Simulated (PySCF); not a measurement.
## Polarisability and C₆ of Fe (iron, neutral)

[Ar] 3d5 4s2 4p1, high-spin 7P determinant (an excited configuration). Computed with PySCF 2.14 in aug-cc-pVTZ (8s7p5d3f2g, 93 functions), with no relativity, point nucleus. Coupled (time-dependent) response in atomic units; α is the mean over directions.

```json
{"method": "M06", "mean α (bohr³)": "75.94", "α xx, yy, zz": "61.19, 105.4, 61.19", "C₆ (like pair)": "716.4", "S(−4)": "4504"}
```

S(−4) is the Cauchy moment in α(ω) = α(0) + S(−4) ω² + …

α(iu) at M06:

```json
{"u (hartree)": "0", "α(iu) (bohr³)": "75.94"}
{"u (hartree)": "0.0500", "α(iu) (bohr³)": "67.00"}
{"u (hartree)": "0.100", "α(iu) (bohr³)": "52.31"}
{"u (hartree)": "0.200", "α(iu) (bohr³)": "31.37"}
{"u (hartree)": "0.300", "α(iu) (bohr³)": "20.20"}
{"u (hartree)": "0.500", "α(iu) (bohr³)": "10.34"}
{"u (hartree)": "0.750", "α(iu) (bohr³)": "5.831"}
{"u (hartree)": "1.00", "α(iu) (bohr³)": "3.894"}
{"u (hartree)": "1.50", "α(iu) (bohr³)": "2.235"}
{"u (hartree)": "2.00", "α(iu) (bohr³)": "1.514"}
{"u (hartree)": "3.00", "α(iu) (bohr³)": "0.8633"}
{"u (hartree)": "5.00", "α(iu) (bohr³)": "0.4032"}
```

A single London oscillator, α(iu) = α/(1 + u²/ω²), gives C₆ = (3/4) ω α². Matching the computed C₆ needs ω = 4 × 716.4 / (3 × 75.94²) = 0.166 hartree.

The components differ because the open shell of this determinant is not spherical; for a pure term their mean is the scalar polarisability.
